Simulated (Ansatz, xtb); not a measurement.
Energy difference 2 R1 + R2 + R3 + 2 R4 → 5 P1 + P2, each structure at its B3LYP-D3(BJ)/def2-SVP stationary point, reached from a drawn start (curvature not checked).
R1: CH4 (SMILES C), charge 0, multiplicity 1.
P1: H2 (SMILES [H][H]), charge 0, multiplicity 1.
R2: H2O (SMILES O), charge 0, multiplicity 1.
R3, HF (SMILES F) (charge 0, multiplicity 1, Z-matrix in Å and degrees):
```
F
H 1 0.9247
```
R4: SiH4 (SMILES [SiH4]), charge 0, multiplicity 1.
P2: C2H9FOSi2 (SMILES C[Si](C)(F)O[SiH3]), charge 0, multiplicity 1.

P less R. No zero-point or thermal terms. One arrangement of each flexible species, with no search for the lowest.

Correlated levels freeze the cores.

Programs: Ansatz (an electronic-structure program); xtb for the GFN methods. Each number belongs to the level named beside it.

Task: One of these levels gives -20.84 kcal/mol for the reaction energy. Which?
(A) HF/cc-pV(D+d)Z
(B) PBE/def2-TZVPP
(C) CCSD(T)/cc-pV(D+d)Z
(D) GFN2-xTB

Result: D, GFN2-xTB. The others give -32.91 (HF/cc-pV(D+d)Z), -51.09 (PBE/def2-TZVPP), -43.32 (CCSD(T)/cc-pV(D+d)Z)
